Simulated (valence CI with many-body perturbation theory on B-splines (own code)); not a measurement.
The numbers below are computed, except where a source is named.
**Basis-set convergence for Pd XIV**

Method: relativistic CI+MBPT: five valence electrons over a frozen Dirac-Fock core [Ar] 3d10, radial functions for each j: 9 s, 9 p, 8 d, 6 f, 3 g, 1 h, with the one-electron correlation potential Σ1, the two-electron term Σ2, the three-electron term Σ3, Breit, model QED; selected CI, second order for the rest, scaled by the run's own slope (own B-spline code, finite nucleus).

No measured spectrum was set against this ion. As an estimate, levels hold to about 250 cm⁻¹ or 0.2 % of their energy and the worst to 1 %, as in measured heavy ions of charge 2 to 7; those with d or f electrons hold less well. Among the levels kept, up to 1300 cm⁻¹ of a level comes from second order outside the variational space, and about a tenth of that is noise between levels of different J, which matters for small intervals.

The reference run has the lowest level 4s2 4p3 4S°_3/2 and an ionisation energy of 312.732 eV. Its largest variational space holds 20000 state functions.

Names give the largest LS component (configuration and term), which can be under half, so a name can repeat, a term be missing and a line seem to break the LS rules; names also repeat where a configuration has a term twice.

Changed runs:
A. basis 6 s, 6 p, 5 d, 3 f, 1 g
B. basis 5 s, 5 p, 4 d, 2 f

Excitation energies of the reference run in cm⁻¹, and shifts in cm⁻¹:

```csv
Level,Reference,A,B
4s2 4p3 2D°_3/2,40167,+73,+291
4s2 4p3 2D°_5/2,54965,+119,+460
4s2 4p3 2P°_1/2,79368,+173,+665
4s2 4p3 2P°_3/2,113320,+131,+527
4s 4p4 4P_5/2,305237,-59,-95
4s 4p4 4P_3/2,333190,-64,-106
4s 4p4 4P_1/2,338825,-34,-6.2
4s 4p4 2D_3/2,376560,+67,+332
4s 4p4 2D_5/2,388050,+71,+347
4s 4p4 2S_1/2,424674,+166,+652
4s 4p4 2P_3/2,432274,+88,+367
4s2 4p2 4d 4F_3/2,467469,+135,+694
Ionisation energy (eV),312.732,-0.033,-0.103
```
